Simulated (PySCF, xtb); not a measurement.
Si(F)(NMe2) (C₂H₆FNSi), SMILES CN(C)[Si]F (connectivity only; charge and spin as stated), neutral, multiplicity 1.

GFN2-xTB (xtb) at its own geometry gives an orbital gap of 3.53 eV and a dipole moment of 2.04 D.

Geometry: PBE-D3(BJ)/def2-SVP. The values are those of a single conformer.

Q: What does PBE/def2-TZVP in PySCF give? (Estimate from the structure and the level; the computed values follow.)

A: gap 3.94 eV (levels -5.98 and -2.03 eV), dipole 2.52 D.
